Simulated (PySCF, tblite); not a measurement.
# Mg2+ and acetonitrile

A gas-phase complex of Mg2+ and acetonitrile; charge +2, singlet. The structure comes from a short search (6 tight-binding starts) and was relaxed by PBE0-D3(BJ)/def2-TZVPD; another way of binding may lie lower. No frequency run checks that it is a minimum.

```json
{"part": "1", "name": "Mg2+", "SMILES": "[Mg+2]", "atoms": "1", "charge": "+2", "multiplicity": "1"}
{"part": "2", "name": "acetonitrile", "SMILES": "CC#N", "atoms": "2–7", "charge": "0", "multiplicity": "1"}
```

Coordinates in Å:
```
Mg1     1.253    0.497   -0.343
C2     -3.058    1.539   -1.075
C3     -1.693    1.209   -0.845
N4     -0.586    0.941   -0.657
H5     -3.117    2.536   -1.529
H6     -3.501    0.799   -1.753
H7     -3.598    1.536   -0.121
```

Contacts between parts, classed by geometry: Mg1···N4 1.917 Å (ion contact).

Interaction energies are complex less parts, with the parts frozen as they stand in it; counterpoise-corrected, in kcal/mol (PySCF).

Q: How strongly do the parts interact, level by level?

A: 
```json
{"level": "wB97M-D3(BJ)/def2-TZVPD", "interaction": "-116.55", "superposition error removed": "-0.12"}
{"level": "PBE0-D3(BJ)/def2-TZVPD", "interaction": "-118.34", "superposition error removed": "-0.12"}
```

Q: What holds them together? Decompose the wB97M-D3(BJ)/def2-TZVPD energy: frozen parts, their antisymmetrised product, then relaxation.

A: electrostatic -83.1, Pauli repulsion +34.2, orbital relaxation -66.5, dispersion correction -1.2 kcal/mol, which sum to the value before the counterpoise correction; the Pauli term holds the exchange-correlation of the frozen density too. Of the attraction, 55 % is electrostatic, 44 % is orbital relaxation, 1 % is dispersion correction.

The parts were also relaxed and run alone, at the levels used for the complex: shieldings by PBE0/pcSseg-2; core levels by delta-SCF with SCAN, pcX-2 on the ionised atom and pcseg-1 elsewhere, spin-free X2C.

Values alone: shielding of Mg1 (ppm): 695.0; shielding of N4 (ppm): -34.6; C3 1s core level (eV): 292.62; N4 1s core level (eV): 405.32.

Q: How do these values change when the complex forms?

A: 
```tsv
property	alone	in the complex	change
shielding of Mg1 (ppm)	695.0	635.3	-59.7
shielding of N4 (ppm)	-34.6	98.9	+133.5
C3 1s core level (eV)	292.62	303.92	+11.30
N4 1s core level (eV)	405.32	415.94	+10.62
```

The core-hole states of C3, N4 are spin-contaminated (⟨S²⟩ 0.82, 0.81 against 0.75 for a pure doublet), so those values and differences from them are less sure.

Multiply charged ions in the gas phase bind far more strongly than in solution.

The 4 runs behind this took 36 s in all, one thread each of AMD EPYC 9R45 96-Core on a shared host, launched as `OMP_NUM_THREADS=1 python cluster_run.py task.json out`.
